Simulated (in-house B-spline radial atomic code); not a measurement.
Binding energies in P²⁺

NIST's tabulated ground configuration is [Ne] 3s2 3p1; each binding energy is the energy of the ion with one electron taken from that subshell, relaxed, less that of the parent. All numbers are computed (Dirac-Hartree-Fock, average of configuration; Fermi nucleus of rms radius 3.1889 fm) with a B-spline radial code for spherical atoms, not measured. Energies include first-order Breit, QED and recoil terms.

```json
{"subshell": "1s", "X-ray name": "K", "binding energy (eV)": "2180.3", "-ε (eV)": "2207.3", "relaxation (eV)": "25.2"}
{"subshell": "2s", "X-ray name": "L1", "binding energy (eV)": "224.3", "-ε (eV)": "229.4", "relaxation (eV)": "5.1"}
{"subshell": "3s", "X-ray name": "M1", "binding energy (eV)": "38.19", "-ε (eV)": "38.60", "relaxation (eV)": "0.40"}
{"subshell": "3p", "X-ray name": "M2,3", "binding energy (eV)": "29.42", "-ε (eV)": "29.66", "relaxation (eV)": "0.24"}
```

Relaxation = -ε minus the binding energy without Breit, QED and recoil terms.

Problem. What does it cost to remove two 1s electrons?

Solution. 4564.8 eV, which is 204.2 eV more than the two single binding energies together.

Problem. What does it cost to remove two 3s electrons?

Solution. 90.213 eV, which is 13.83 eV more than the two single binding energies together.
